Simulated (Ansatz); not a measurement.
Steps of a relaxation of F3OTa, SMILES `[O]=[Ta]([F])([F])[F]` with RKS PBE-D4/def2-SVP.

```sh
$ ansatz run in.yaml --threads 4 --pin off --events-out ev --progress --plain --max-ram 10444MiB
```

```yaml
crystal:
  periodic: [false, false, false]
  atoms:
    - {symbol: O, position_ang: [-0.797100, -0.113100, 1.768700]}
    - {symbol: Ta, position_ang: [-0.028100, -0.010300, 0.030800]}
    - {symbol: F, position_ang: [1.674000, -1.205600, 0.021700]}
    - {symbol: F, position_ang: [-1.300900, -0.717800, -1.418200]}
    - {symbol: F, position_ang: [0.502000, 1.973100, -0.444400]}
basis:
  gaussian: {orbitals: def2-SVP}
hamiltonian: {xc: pbe, dispersion: d4}
relax: {f_tol: 0.03, max_steps: 200}
```

Positions (Å) and forces (eV/Å) along the path, 4 of 4 steps:

```xyz
5
step=1 energy=-11738.4092 eV
O    -0.797   -0.113    1.769    2.499    0.386   -5.947
Ta   -0.028   -0.010    0.031   -0.204   -0.044    1.916
F     1.674   -1.206    0.022   -3.363    2.351    0.099
F    -1.301   -0.718   -1.418    2.200    1.284    2.830
F     0.502    1.973   -0.444   -1.132   -3.978    1.103
5
step=2 energy=-11740.4748 eV
O    -0.727   -0.097    1.587    0.058    0.092   -0.249
Ta    0.003   -0.002    0.015   -0.010   -0.186   -0.487
F     1.535   -1.105    0.030   -0.088    0.090    0.112
F    -1.211   -0.662   -1.287    0.121    0.124    0.402
F     0.450    1.793   -0.386   -0.081   -0.119    0.222
5
step=3 energy=-11740.5016 eV
O    -0.723   -0.080    1.543    0.023   -0.009   -0.064
Ta    0.017   -0.014   -0.020   -0.017    0.083   -0.037
F     1.551   -1.106    0.048    0.053   -0.040    0.044
F    -1.241   -0.669   -1.263   -0.049   -0.013    0.021
F     0.446    1.794   -0.349   -0.011   -0.021    0.035
5
step=4 energy=-11740.5032 eV
O    -0.720   -0.081    1.529    0.001    0.000   -0.003
Ta    0.021   -0.014   -0.031   -0.005    0.000    0.010
F     1.556   -1.106    0.059    0.009   -0.006    0.001
F    -1.254   -0.670   -1.257   -0.008   -0.003   -0.006
F     0.447    1.797   -0.342    0.003    0.009   -0.001
```

It took 16 s on 4 threads of an Intel Xeon Platinum 8259CL on a shared host, with 0.18 GiB of host memory at the peak.
